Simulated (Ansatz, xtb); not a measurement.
## Two isomers of GeH10SSi3

Structure a: `[SiH3][Si]([SiH3])(S)[GeH3]`, a singlet. Structure b: `[SiH3][SiH]([GeH3])[SiH2]S`, a singlet. Both are isolated molecules in the gas phase, relaxed with B3LYP-D3(BJ)/def2-SVP; the shapes shown needn't be the lowest conformers.

a (Å):

```csv
atom,x (Å),y (Å),z (Å)
Ge,0.7736,-0.8054,2.2261
S,1.9514,-0.4774,-1.3073
Si,-1.4763,-1.5116,-0.8795
Si,0.2242,-0.1445,-0.0119
Si,-0.3808,2.1225,-0.1216
H,-1.0608,-2.9436,-0.8342
H,-2.7043,-1.3320,-0.0499
H,-1.7782,-1.1287,-2.2894
H,-1.5139,2.4158,0.8068
H,-0.7843,2.4746,-1.5141
H,0.7916,2.9608,0.2705
H,2.7615,0.3903,-0.6555
H,2.0181,-0.0237,2.7023
H,-0.3874,-0.5143,3.2034
H,1.0963,-2.3133,2.2733
```

b (Å):

```xyz
15

Ge   -0.0055    1.8674   -1.2393
S    -2.5380   -0.6283    0.9506
Si    0.4520    1.7491    2.6172
Si   -0.9324    2.5090    0.8767
Si   -3.0278    1.4798    1.0984
H     1.7806    2.4281    2.5629
H     0.6526    0.2796    2.4647
H    -0.1773    2.0210    3.9431
H    -1.0931    3.9944    0.9394
H     1.2912    2.6551   -1.5271
H    -1.0102    2.1393   -2.3791
H     0.3274    0.3622   -1.2215
H    -3.9691    1.8901    0.0144
H    -3.6703    1.7931    2.4095
H    -3.8079   -1.0836    1.0695
```

Quicker runs give these differences E(b) − E(a): GFN2-xTB −0.076 eV; HF/STO-3G −0.039 eV (at GFN2-xTB geometries); r2SCAN-D4/def2-SVP +0.055 eV (at GFN2-xTB geometries).

**Question.** Estimate which is lower in electronic energy at CCSD(T)/def2-SVP + ΔMP2/def2-TZVPP, and by roughly how much.

**Answer.** CCSD(T)/def2-SVP + ΔMP2/def2-TZVPP gives E(b) − E(a) = −0.012 eV, slightly favouring structure b, which is too small a margin to settle the true order.

Level by level:

```tsv
level	geometry	E(b) − E(a) (eV)	departure from the last row (eV)	job, with rough time for the two
GFN2-xTB	GFN2-xTB	−0.076	−0.065	optimisation, 0.63 s
HF/STO-3G	GFN2-xTB	−0.039	−0.027	single point, 1.5 s
r2SCAN-D4/def2-SVP	GFN2-xTB	+0.055	+0.066	single point, 6.6 s
B3LYP-D3(BJ)/def2-SVP	B3LYP-D3(BJ)/def2-SVP	−0.007	+0.005	optimisation, 3.4 min
HF/def2-SVP	B3LYP-D3(BJ)/def2-SVP	−0.051	−0.040	part of the CCSD(T) run
MP2/def2-SVP	B3LYP-D3(BJ)/def2-SVP	−0.031	−0.019	part of the CCSD(T) run
CCSD(T)/def2-SVP	B3LYP-D3(BJ)/def2-SVP	−0.034	−0.023	single point
CCSD(T)/def2-SVP + ΔMP2/def2-TZVPP	B3LYP-D3(BJ)/def2-SVP	−0.012		single point, 2.1 min
```

As drawn, both hold the same kinds of bond in the same numbers.

The largest departure from CCSD(T)/def2-SVP + ΔMP2/def2-TZVPP is that of r2SCAN-D4/def2-SVP, 0.066 eV. The last row adds to CCSD(T) the change of the MP2 difference between the two basis sets, here +0.023 eV.

With thermal terms from frequencies at re-optimised GFN2-xTB minima (ideal gas, soft modes damped towards free rotors, one conformer each, 298.15 K, 1 atm): the zero-point term adds +0.024 eV; ΔH is −0.005 and ΔG +0.032 eV.

The correlated steps freeze 29 core orbitals; the filled d shell of Ge is correlated, in a basis made for valence electrons. Run with Ansatz 0.2.0, xtb 6.7.1; the last row on 2 threads of Intel(R) Xeon(R) Processor @ 2.70GHz on a shared host.
